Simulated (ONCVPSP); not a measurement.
**Transferability test, ONCV potential for Zr**

```json
{
 "Element": "Zr (Z = 40)",
 "Generator": "ONCVPSP 4.0.1",
 "Type": "optimised norm-conserving Vanderbilt (ONCV)",
 "Functional": "PBEsol",
 "Relativity": "scalar-relativistic",
 "Frozen core": "[Ar] 3d10",
 "Valence charge": "12",
 "Reference configuration": "4s2 4p6 4d2 5s2",
 "Partial waves": "4s+5s: rc 2.05 bohr, ncon 5, nbas 10, qcut 6.4 1/bohr, 2 projectors; 4p: rc 1.85 bohr, ncon 4, nbas 8, qcut 9.4 1/bohr, 2 projectors, debl 1.4 Ha; 4d: rc 1.70 bohr, ncon 4, nbas 8, qcut 5 1/bohr, 2 projectors, debl 0.9 Ha",
 "Local potential": "polynomial inside 1.15 bohr (lpopt 4, dvloc0 0 Ha)",
 "Core correction": "none"
}
```

Energies are relative to the spin-unpolarised reference configuration 4s2 4p6 4d2 5s2; without spin polarisation the order of configurations can differ from experiment.

```
valence configuration  charge  ΔE all-electron (eV)  error AE − PS (meV)
      4s2 4p6 4d2 5s0      +2                20.081                 -5.3
  4s2 4p6 4d2 5s1 5p1       0                 3.074                 -0.5
```

Task: What are ΔE and the potential's error for 4s2 4p6 4d2 5s1?

Result: ΔE = 7.171 eV all-electron; the error (AE − PS) is -1.4 meV.

Task: What are ΔE and the potential's error for 4s2 4p6 4d1 5s0?

Result: ΔE = 42.666 eV all-electron; the error (AE − PS) is -0.5 meV.

Levels in the configuration 4s2 4p6 4d2 5s1 5p1:

| level | all-electron (eV) | pseudo (eV) |
| --- | --- | --- |
| 4s | -55.699 | -55.707 |
| 4p | -33.665 | -33.670 |
| 4d | -4.663 | -4.662 |
| 5s | -5.183 | -5.184 |
| 5p | -2.048 | -2.048 |
